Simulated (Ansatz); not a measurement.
Consider the formal exchange of groups at the Si–O bond: `F[Si](F)(F)O[Si](Cl)(Cl)Cl` + `CC#N` → `N#C[Si](Cl)(Cl)Cl` + `CO[Si](F)(F)F`.

Program: Ansatz. Geometries: PBE0-D4/def2-TZVP. ΔE: electronic, gas phase. CBS: MP2 limit from def2 TZ/QZ plus the TZ coupled-cluster correction, frozen cores. This one scheme is used for every species. DFT in def2-TZVPP. One conformer a species, not always the lowest.

CCSD(T)/CBS gives +1.93 eV.

Problem. Another level gave +2.06 eV. Which?
A. r2SCANh/def2-TZVPP
B. CCSD/def2-TZVPP
C. SCS-MP2/def2-TZVPP
D. BHLYP-D4/def2-TZVPP

Solution. D. BHLYP-D4 2.06, r2SCANh 1.98, SCS-MP2/def2-TZVPP 1.88, CCSD/def2-TZVPP 1.93 eV.

Largest T1 diagnostic among the species: 0.012.

The D4 term adds +0.06 eV with B3LYP and +0.04 eV with PBE0; it sums over pairs of atoms, weighted by their polarisabilities, and B3LYP, whose exchange is more repulsive, gets the larger term. From PBE to PBE0 (25 % exact exchange), in def2-TZVPP and without D4, ΔE moves by +0.10 eV. In def2-TZVPP, CCSD(T) changes the Hartree–Fock value by −0.15 eV (the triples alone add −0.04 eV) and MP2 by −0.12 eV.

B3LYP here is the variant with VWN-RPA as its local correlation; programs differ in this.
